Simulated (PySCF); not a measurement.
Molecule: SMILES CC[C@@H]1OC(=O)O[C@@H]1F, C₅H₇FO₃.

Geometry (Å), atoms numbered from 1 in this order:
```xyz
16

C     2.1950    0.3684    0.0340
C     0.9657   -0.4195    0.4658
C    -0.2170   -0.1380   -0.4565
O    -0.6658    1.2039   -0.3181
C    -1.9780    1.2532   -0.0866
O    -2.6149    2.2364    0.0542
O    -2.5030   -0.0097   -0.0713
C    -1.4926   -0.9489   -0.1195
F    -1.3813   -1.5518    1.1053
H     1.9742    1.4321    0.0258
H     3.0122    0.1866    0.7260
H     2.5123    0.0711   -0.9627
H     0.6885   -0.1472    1.4851
H     1.1680   -1.4915    0.4417
H     0.0690   -0.2901   -1.5050
H    -1.7398   -1.7461   -0.8296
```

Geometry GFN2-xTB throughout; GIAO in PySCF, gas phase, one conformer, non-relativistic; equivalent atoms averaged; functional PBE0.

(1) How do the absolute shieldings σ depend on the basis set? (a selection of nuclei; ppm; last column core-seconds on shared hosts with different chips, so compare them loosely)

(2) Which nucleus among those listed moves most, in ppm?

(3) Taking the largest basis, pcSseg-1 (188 functions), as the yardstick, rank the others by their worst heavy-atom deviation.

Results:

(1) 
```csv
basis set,functions,C5,C3,C1,O7,F9,H15,H13,H14,H10/H11/H12,core-s
pcSseg-0,95,31.9,107.1,180.9,147.3,341.1,28.79,31.23,31.65,31.73,8.2
ANO-RCC-VDZP,161,39.7,105.5,178.4,140.3,335.8,27.41,29.87,30.07,30.63,130
pcseg-1,161,45.1,108.0,181.9,141.0,332.0,27.66,29.92,30.19,30.54,61
pcSseg-1,188,30.4,101.2,173.5,130.0,326.0,27.43,29.82,30.05,30.43,27
```

(2) O7 (ester alkoxy oxygen): from 130.0 ppm with pcSseg-1 to 147.3 ppm with pcSseg-0. The smallest spread is 1.30 ppm, at H10/H11/H12. Proton shifts span only some 12 ppm, so a few tenths of a ppm matter as much there as several ppm in carbon.

(3) ANO-RCC-VDZP 10.3 ppm (161 functions), pcseg-1 14.7 ppm (161 functions), pcSseg-0 17.3 ppm (95 functions).

A small basis that lands close on one nucleus may do so by chance; judge by the trend and by all nuclei.
